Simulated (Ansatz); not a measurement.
C$_{2}$H$_{6}$Cl$_{3}$FMoO$_{2}$ (`C[O][Mo]([F])([Cl])([Cl])([Cl])[O]C`). The species carries charge 0 and has multiplicity 1. Mo: def2 effective core potential. All single points use the PBE0-D4/def2-TZVP geometry. It is one conformer, not always the lowest.

```xyz
15

C     0.883    2.564   -0.633
O     0.196    1.424   -0.223
Mo    0.495   -0.286    0.303
F    -0.520   -0.211    1.878
Cl    1.811   -0.439   -1.594
Cl    2.209    0.531    1.630
Cl    1.245   -2.411    0.837
O    -1.001   -1.049   -0.387
C    -1.951   -1.987    0.020
H     1.430    2.324   -1.552
H     0.163    3.364   -0.813
H     1.594    2.847    0.150
H    -2.338   -1.690    1.000
H    -1.465   -2.965    0.102
H    -2.754   -2.016   -0.718
```

Problem. What is the dipole moment at r2SCAN/def2-TZVPP? (Estimate.)

Solution. Computed: 4.45 D, with components (-3.44, 1.90, -2.10) D in this frame, pointing from negative to positive charge.

Problem. And with PBE, B3LYP, ωB97M-V? (Estimate.)

Solution. Computed: PBE 4.32 D, B3LYP 4.31 D, ωB97M-V 4.43 D.

Problem. Give the Mulliken charges with r2SCAN, PBE, ωB97M-V in def2-TZVPP. (Estimate.)

Solution. Ansatz gave: 
| atom | r2SCAN | PBE | ωB97M-V |
| --- | --- | --- | --- |
| C1 | 0.03 | -0.08 | -0.13 |
| O2 | -0.33 | -0.26 | -0.32 |
| Mo3 | 1.16 | 0.91 | 0.96 |
| F4 | -0.35 | -0.30 | -0.34 |
| Cl5 | -0.25 | -0.21 | -0.19 |
| Cl6 | -0.24 | -0.20 | -0.18 |
| Cl7 | -0.24 | -0.20 | -0.18 |
| O8 | -0.34 | -0.27 | -0.33 |
| C9 | 0.02 | -0.10 | -0.14 |
| H10 | 0.09 | 0.11 | 0.14 |
| H11 | 0.09 | 0.12 | 0.14 |
| H12 | 0.09 | 0.11 | 0.14 |
| H13 | 0.10 | 0.13 | 0.15 |
| H14 | 0.09 | 0.11 | 0.14 |
| H15 | 0.08 | 0.12 | 0.14 |

B3LYP here is the variant with VWN-RPA as its local correlation; programs differ in this.
